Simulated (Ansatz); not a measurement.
Reaction (homolysis of the C–In bond): `C#[C][In]([CH3])[CH3]` → `[CH3]`• + `C#[C][In][CH3]`•

Isolated molecules relaxed with PBE0-D4/def2-TZVP in Ansatz; ΔE leaves out vibrations. CCSD(T)/CBS is the MP2 limit (def2-TZVPP, def2-QZVPP) plus CCSD(T) − MP2 in def2-TZVPP, frozen cores. This one scheme is used for every species. DFT in def2-TZVPP. B3LYP here is the variant with VWN-RPA as its local correlation; programs differ in this. No spin–orbit coupling; open shells (•) take unrestricted orbitals. Elements past krypton have def2 core potentials. For In outer-core shells are correlated without core-valence functions, which leaves a few kJ/mol of doubt a bond.

(1) What is ΔE at CCSD(T)/CBS? (An estimate is asked.)

(2) What do these levels give: PBE0-D4, B3LYP-D4, r2SCANh-D4, r2SCAN0-D4, BHLYP-D4, PBE0? (An estimate is asked.)

Largest T1 diagnostic among the species: 0.016.

Answers

(1) The calculation gave: +3.04 eV.

(2) Ansatz gave: PBE0-D4 2.84, B3LYP-D4 2.70, r2SCANh-D4 2.65, r2SCAN0-D4 2.65, BHLYP-D4 2.67, PBE0 2.80 eV.

Leaving LDA and LC-ωPBE aside and taking each functional with its dispersion term where it has one, the values, not all of them listed here, spread over 0.42 eV, from BLYP-D4 to ωB97X-V. LDA lies +0.65 eV from PBE without D4, its usual overbinding. From BLYP to BHLYP (50 % exact exchange), in def2-TZVPP and without D4, ΔE moves by +0.08 eV. At CCSD(T), def2-SVP lies −0.28 eV from the extrapolated value and def2-TZVPP −0.10 eV: correlation converges slowly with the basis, and small sets miss more of it in the bonded molecule than in its fragments.
